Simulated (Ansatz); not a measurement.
A structure relaxed at PBE0-D4/def2-TZVP, charge 0, multiplicity 1:

```xyz
11

C     0.877   -1.144    0.353
Si   -0.214    0.167   -0.356
N    -0.197    1.549    0.620
O    -1.790   -0.252   -0.510
F     0.311    0.421   -1.856
H     1.899   -0.778    0.481
H     0.920   -2.012   -0.309
H     0.507   -1.472    1.326
H     0.637    1.879    1.072
H    -0.897    2.265    0.532
H    -2.053   -0.623   -1.353
```

Task: Give its formula and SMILES.

Result: CH6FNOSi, `C[Si](N)(O)F`.

Task: Summarise the bond lengths by kind.

Result: 1 × C–Si 1.848 Å; 3 × C–H 1.092 to 1.093 Å; 1 × N–Si 1.691 Å; 1 × O–Si 1.638 Å; 1 × F–Si 1.610 Å; 2 × H–N 1.005 to 1.006 Å; 1 × H–O 0.958 Å.

Computed with Ansatz.
